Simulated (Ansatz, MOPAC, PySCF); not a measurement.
Breaking a bond: LiCl, singlet.

Methods: UMP2/6-31G* = PySCF with unrestricted MP2 (frozen core)/6-31G*, spherical d; PM3, restricted, heats of formation (MOPAC); UKS-LDA (SVWN5)/6-31G* = unrestricted LDA (SVWN5)/6-31G*, spherical d (PySCF); FCI = full CI/cc-pVDZ, frozen core (Ansatz, an electronic-structure program).

Energies relative to the lowest point of each curve near equilibrium, in kcal/mol; the last columns give the difference from FCI:

```tsv
R / Å	UMP2/6-31G*	PM3	UKS-LDA (SVWN5)/6-31G*	FCI	UMP2/6-31G* − FCI	PM3 − FCI	UKS-LDA (SVWN5)/6-31G* − FCI
1.48	79.5	21.2	73.6	86.1	-6.5	-64.8	-12.5
1.61	38.6	8.0	34.8	42.5	-3.9	-34.5	-7.7
1.70	21.6	3.2	18.8	24.1	-2.6	-20.9	-5.3
1.84	6.7	0.1	5.2	7.9	-1.2	-7.8	-2.7
1.87	4.8	0.0	3.6	5.9	-1.0	-5.9	-2.2
1.94	1.8	0.2	1.1	2.4	-0.6	-2.2	-1.3
2.01	0.3	1.2	0.0	0.6	-0.3	0.6	-0.6
2.09	0.0	3.0	0.1	0.0	0.0	3.0	0.1
2.13	0.3	4.2	0.6	0.2	0.1	4.0	0.4
2.23	2.2	7.8	2.7	1.7	0.5	6.1	1.0
2.31	4.5	11.2	5.0	3.7	0.8	7.4	1.3
2.49	11.3	19.9	11.7	10.0	1.3	9.9	1.7
2.70	20.6	30.9	20.5	18.9	1.7	12.0	1.6
3.02	34.7	46.8	33.8	33.0	1.7	13.8	0.8
3.37	48.7	61.2	46.8	47.4	1.3	13.8	-0.6
3.66	58.7	70.7	55.9	58.0	0.8	12.7	-2.0
4.05	70.2	80.4	65.9	70.1	0.1	10.3	-4.2
4.47	93.5	88.2	73.6	80.8	12.7	7.4	-7.2
4.99	100.2	95.3	79.6	90.8	9.4	4.5	-11.2
5.43	101.3	100.0	82.9	96.4	4.9	3.6	-13.5
6.09	101.8	105.7	86.1	99.5	2.3	6.3	-13.4
6.95	101.9	111.6	88.5	100.0	1.9	11.6	-11.4
7.99	101.9	117.1	90.2	100.0	1.9	17.0	-9.8
```

UMP2/6-31G* is furthest from FCI at 4.47 (12.7 kcal/mol, above); its mean absolute difference over the points is 2.5 kcal/mol.

PM3 is furthest from FCI at 1.48 (-64.8 kcal/mol, below); its mean absolute difference over the points is 12.2 kcal/mol.

UKS-LDA (SVWN5)/6-31G* is furthest from FCI at 5.43 (-13.5 kcal/mol, below); its mean absolute difference over the points is 4.9 kcal/mol.

The unrestricted determinant behind UMP2/6-31G* is spin-contaminated at 4.47 to 7.99 Å (<S²> up to 1.0, against 0.00 for a pure singlet). The restricted form behind PM3 keeps the bonding electrons paired and can't separate into open-shell fragments. The unrestricted determinant behind UKS-LDA (SVWN5)/6-31G* is spin-contaminated at 4.47 to 7.99 Å (<S²> up to 0.5, against 0.00 for a pure singlet).
